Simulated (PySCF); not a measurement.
CH5ISi (SMILES C[SiH2]I), singlet, at a GFN2-xTB geometry (core potentials on I); DF-HF/def2-QZVPP (PySCF).

Input for PySCF:
```python
from pyscf import gto, scf

mol = gto.Mole()
mol.atom = '''
    Si   -0.83185796   -1.33149231    0.37180955
    C    -2.58619885   -0.63597007    0.39466326
    I     0.69915632    0.52946313   -0.18438055
    H    -0.63586254   -2.32153179   -0.67726637
    H    -0.40229814   -1.80979061    1.67789598
    H    -2.68749642    0.15373029    1.13509157
    H    -3.30968265   -1.41015555    0.63463086
    H    -2.85674090   -0.21708550   -0.57149648
'''
mol.basis = 'def2-qzvpp'
mol.ecp = {'I': 'def2-qzvpp'}
mol.verbose = 4
mol.max_memory = 1800
mol.build()

mf = scf.RHF(mol)
mf = mf.density_fit(auxbasis='def2-universal-jkfit')
mf.kernel()
```

It wrote (shortened):

```
PySCF version 2.14.0

[INPUT] verbose = 4
[INPUT] num. atoms = 8
[INPUT] num. electrons = 50
[INPUT] charge = 0
[INPUT] spin (= nelec alpha-beta = 2S) = 0
[INPUT] symmetry False subgroup None
[INPUT] Mole.unit = angstrom
[INPUT] Symbol           X                Y                Z      unit          X                Y                Z       unit  Magmom
[INPUT]  1 Si    -0.831857960000  -1.331492310000   0.371809550000 AA   -1.571983718939  -2.516155802864   0.702618219998 Bohr   0.0
[INPUT]  2 C     -2.586198850000  -0.635970070000   0.394663260000 AA   -4.887207530165  -1.201809255720   0.745805472828 Bohr   0.0
[INPUT]  3 I      0.699156320000   0.529463130000  -0.184380550000 AA    1.321213963059   1.000540308755  -0.348428742197 Bohr   0.0
[INPUT]  4 H     -0.635862540000  -2.321531790000  -0.677266370000 AA   -1.201606053470  -4.387059272571  -1.279847952678 Bohr   0.0
[INPUT]  5 H     -0.402298140000  -1.809790610000   1.677895980000 AA   -0.760233305022  -3.420008595710   3.170763867709 Bohr   0.0
[INPUT]  6 H     -2.687496420000   0.153730290000   1.135091570000 AA   -5.078632194549   0.290508145150   2.145012193603 Bohr   0.0
[INPUT]  7 H     -3.309682650000  -1.410155550000   0.634630860000 AA   -6.254393767725  -2.664807782535   1.199278515597 Bohr   0.0
[INPUT]  8 H     -2.856740900000  -0.217085500000  -0.571496480000 AA   -5.398457909844  -0.410232140614  -1.079971828353 Bohr   0.0

nuclear repulsion = 171.588442404335
number of shells = 111
number of NR pGTOs = 498
number of NR cGTOs = 359
basis = def2-qzvpp
ecp = {'I': 'def2-qzvpp'}

******** <class 'pyscf.df.df_jk.DFRHF'> ********
method = DFRHF
initial guess = minao
damping factor = 0
level_shift factor = 0
DIIS = <class 'pyscf.scf.diis.CDIIS'>
diis_start_cycle = 1
diis_space = 8
diis_damp = 0
SCF conv_tol = 1e-09
SCF conv_tol_grad = None
SCF max_cycles = 50
direct_scf = False
Set gradient conv threshold to 3.16228e-05
Initial guess from minao.
******** <class 'pyscf.df.df.DF'> ********
auxbasis = def2-universal-jkfit
init E= -578.211467490793
  HOMO = -0.603174605008431  LUMO = -0.393761118693249  gap/eV = 5.69843
cycle= 1 E= -625.16824563541  delta_E=  -47  |g|= 3.28  |ddm|= 31.8
  HOMO = -0.0591267593461033  LUMO = 0.0325010240795184  gap/eV = 2.49332
cycle= 2 E= -626.029408277611  delta_E= -0.861  |g|=  1.8  |ddm|= 4.33
  HOMO = -0.365015932546649  LUMO = 0.0689022859641087  gap/eV = 11.80752
cycle= 3 E= -626.454370491157  delta_E= -0.425  |g|= 0.176  |ddm|= 2.14
  HOMO = -0.366017535842705  LUMO = 0.0711754229197915  gap/eV = 11.89663
cycle= 4 E= -626.461823262129  delta_E= -0.00745  |g|= 0.0779  |ddm|= 0.265
  HOMO = -0.364600351127926  LUMO = 0.0758956725050513  gap/eV = 11.98651
cycle= 5 E= -626.462922501271  delta_E= -0.0011  |g|= 0.0194  |ddm|= 0.0658
  HOMO = -0.365486120956209  LUMO = 0.077387530013695  gap/eV = 12.05121
cycle= 6 E= -626.463118080498  delta_E= -0.000196  |g|= 0.0042  |ddm|= 0.0534
  HOMO = -0.365965103343939  LUMO = 0.0771754185731415  gap/eV = 12.05847
cycle= 7 E= -626.463130140212  delta_E= -1.21e-05  |g|= 0.00155  |ddm|= 0.00796
  HOMO = -0.366101636856737  LUMO = 0.0772057075740259  gap/eV = 12.06301
cycle= 8 E= -626.463132333355  delta_E= -2.19e-06  |g|= 0.000424  |ddm|= 0.00343
  HOMO = -0.3661316108153  LUMO = 0.0772191844366632  gap/eV = 12.06419
cycle= 9 E= -626.463132495905  delta_E= -1.63e-07  |g|= 0.000137  |ddm|= 0.000991
  HOMO = -0.366146243828614  LUMO = 0.0772139413271854  gap/eV = 12.06445
cycle= 10 E= -626.463132508191  delta_E= -1.23e-08  |g|= 3.54e-05  |ddm|= 0.000266
  HOMO = -0.36614813947645  LUMO = 0.0772132539052033  gap/eV = 12.06448
cycle= 11 E= -626.463132509101  delta_E= -9.11e-10  |g|= 1.31e-05  |ddm|= 8.3e-05
  HOMO = -0.366146939166017  LUMO = 0.0772139565299438  gap/eV = 12.06446
Extra cycle  E= -626.463132509168  delta_E= -6.64e-11  |g|= 7.57e-06  |ddm|= 1.84e-05
converged SCF energy = -626.463132509168
```
